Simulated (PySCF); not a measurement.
Compound: C3H3ClN2Si.
Bonds: N1–C2 (triple), C2–Si3, Si3–C4, C4–N5 (triple), Si3–C6, C6–Cl7. Hydrogens: H8 on Si3; H9, H10 on C6.

Level of theory: PBE0-D3(BJ)/def2-SVP geometry optimisation, gas phase (PySCF 2.14.0).

Q: What internal coordinates does the optimisation give?

A: 
```json
{"bond": "N1≡C2, C4≡N5", "length (bohr)": "2.191"}
{"bond": "C2–Si3, Si3–C4", "length (bohr)": "3.498"}
{"bond": "Si3–C6", "length (bohr)": "3.544"}
{"bond": "C6–Cl7", "length (bohr)": "3.374"}
{"bond": "Si3–H8", "length (bohr)": "2.797"}
{"bond": "C6–H9, C6–H10", "length (bohr)": "2.078"}
```

Bonds in one row agree within 0.02 bohr and their mean is given. A selection of angles:
```json
{"angle": "N1–C2–Si3", "degrees": "179.4"}
{"angle": "C2–Si3–C4", "degrees": "107.0"}
{"angle": "C2–Si3–C6", "degrees": "108.8"}
{"angle": "C2–Si3–H8", "degrees": "109.6"}
{"angle": "C6–Si3–H8", "degrees": "112.8"}
{"angle": "Si3–C4–N5", "degrees": "177.4"}
{"angle": "Si3–C6–Cl7", "degrees": "107.2"}
{"angle": "Si3–C6–H9", "degrees": "111.6"}
{"angle": "Cl7–C6–H9", "degrees": "108.9"}
{"angle": "H9–C6–H10", "degrees": "108.5"}
```

Torsions: C2–Si3–C6–Cl7 64° (synclinal). The mirror-image conformer, all signs reversed, is as good.

Si3 (SiH silicon) is tetrahedral (angles from 107.0° to 112.8°). The C–Si distances run from 1.849 Å (C2–Si3, drawn single) to 1.876 Å (Si3–C6, drawn single), a spread of 0.027 Å.

Point group: C1 (no symmetry element, even within 0.4 Å). No PBE0-D3(BJ)/def2-SVP frequencies stand behind this structure, so it isn't proved a minimum. One conformer, not necessarily the lowest.
